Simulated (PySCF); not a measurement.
## EPR parameters of [C4H2FNO2]+

Species: C4H2FNO2 (charge +1 and doublet state).
Numbering: `[N:1]#[C:2][C+:3]([CH:4][F:5])[O:6][CH:7]=[O:8]` (hydrogens: H9 on C4; H10 on C7)

Geometry (GFN2-xTB, Å), atoms numbered from 1 in this order:
```xyz
10
C4H2FNO2 angstrom
N     -0.9979    2.7805    1.1016
C     -0.6453    1.7405    0.7927
C     -0.2388    0.4751    0.2613
C     -1.1819   -0.4969    0.0133
F     -2.4457   -0.2349    0.0483
O      1.0805    0.3563    0.0733
C      1.6277   -0.7513   -0.4847
O      1.0195   -1.6396   -0.9768
H     -0.9367   -1.5512   -0.1597
H      2.7274   -0.6737   -0.3976
```

The hyperfine couplings belong to this conformer and change with its torsions.

Method used: UKS B3LYP, pcH-1 on C F H N O, non-relativistic, mean-field spin-orbit, GIAO (PySCF). Geometry: GFN2-xTB, one conformer, isolated ion. A GFN2-xTB geometry isn't a minimum of the functional, and hyperfine couplings can be far from their values at a DFT geometry, by a factor of two or more for some ions and for spin on atoms past the first row. The frame is twisted about the C3–C4 bond at this geometry (dihedral C2–C3–C4–F5 = 11°); couplings at other torsion angles weren't computed. The SCF solution wasn't tested for stability.

| Quantity | Value |
| --- | --- |
| g1, g2, g3 | 2.00288, 2.00533, 2.00634 |
| g_iso | 2.00485 |
| Form of g | rhombic: the two nearest values differ by 29 % of g3 − g1 |
| ⟨S²⟩ | 0.7561 (exact 0.7500) |
| α and β electrons | 29, 28 |
| HOMO–LUMO gap, α and β orbitals | 5.58, 2.40 eV |
| Total energy | -458.25649 Eh |

Hyperfine couplings atom by atom, in MHz; T1 to T3 are the principal values of the dipolar part:

| atom | isotope | a_iso | T1 | T2 | T3 | Mulliken spin population |
| --- | --- | --- | --- | --- | --- | --- |
| N1 | 14N | 3.7 | -9.5 | -7.7 | 17.1 | 0.19 |
| C2 | 13C | -20.1 | -5.8 | -3.1 | 8.9 | -0.07 |
| C3 | 13C | 6.3 | -27.0 | -23.6 | 50.6 | 0.27 |
| C4 | 13C | 28.5 | -36.6 | -34.0 | 70.6 | 0.36 |
| F5 | 19F | 108.3 | -233.9 | -222.4 | 456.3 | 0.09 |
| O6 | 17O | -16.1 | -49.5 | 24.4 | 25.1 | 0.12 |
| C7 | 13C | -5.0 | -4.3 | 1.4 | 2.9 | -0.02 |
| O8 | 17O | -4.2 | -24.4 | 10.3 | 14.1 | 0.06 |
| H9 | 1H | -27.2 | -14.7 | -6.7 | 21.4 | -0.02 |
| H10 | 1H | 9.8 | -2.8 | -1.7 | 4.4 | 0.00 |

The Mulliken spin populations are largest on C4 (+0.36), C3 (+0.27), N1 (+0.19) and O6 (+0.12). Three atoms exceed +0.15. The positive populations add up to 1.11 and the negative ones to -0.11, together 2S = 1.

C4, the radical centre as drawn in `N#C[C+]([CH]F)OC=O`, holds a spin population of +0.36 out of 1.

Axes: g2 points within 15° of the C4–F5 bond.

Under fast tumbling the dipolar parts average out, and these isotropic splittings remain: 1 × 19F (F5, I = 1/2, 2 lines) with 3.86 mT, 1 × 1H (H9, I = 1/2, 2 lines) with 0.97 mT, 1 × 1H (H10, I = 1/2, 2 lines) with 0.35 mT and 1 × 14N (N1, I = 1, 3 lines) with 0.13 mT.

The 13C coupling of C4 (28.5 MHz) shows only in satellite lines or after enrichment, since that isotope makes up about 1.07 % of natural carbon.

The 17O coupling of O6 (-16.1 MHz) shows only in satellite lines or after enrichment, since that isotope makes up about 0.038 % of natural oxygen.
